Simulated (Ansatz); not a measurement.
(1) Predict a relaxed structure of `c1coc(-c2ccc(-c3ccc(-c4ccc(-c5ccco5)o4)o3)o2)c1`, charge 0, singlet, at PBE-D4/def2-SVP (Ansatz).

Results:

(1) 
Cartesian coordinates in Å:
```
C 7.320 2.730 0.799
C 6.933 3.971 1.251
O 5.573 4.054 1.313
C 5.074 2.849 0.895
C 3.646 2.709 0.879
C 2.609 3.569 1.211
C 1.402 2.851 0.984
C 1.775 1.593 0.525
C 1.025 0.440 0.131
C 1.385 -0.821 -0.329
C 0.172 -1.529 -0.552
C -0.858 -0.659 -0.216
C -2.284 -0.781 -0.225
C -3.311 0.094 0.113
C -4.524 -0.612 -0.109
C -4.170 -1.875 -0.569
C -4.947 -3.021 -0.958
C -6.315 -3.254 -1.006
C -6.475 -4.593 -1.481
C -5.204 -5.081 -1.688
O -4.272 -4.138 -1.374
O -2.806 -1.977 -0.638
O -0.341 0.540 0.200
O 3.142 1.506 0.460
C 6.116 1.995 0.564
H 8.349 2.383 0.652
H 7.478 4.869 1.558
H 2.723 4.595 1.576
H 0.374 3.197 1.132
H 2.408 -1.177 -0.482
H 0.048 -2.554 -0.916
H -3.185 1.119 0.476
H -5.545 -0.245 0.046
H -7.103 -2.545 -0.733
H -7.415 -5.130 -1.648
H -4.809 -6.039 -2.040
H 6.012 0.968 0.200
```
Point group Cs (tolerance 0.1 Å). This is one stationary point.

Single mean-field runs in def2-SVP are fitted with def2-universal-jkfit.
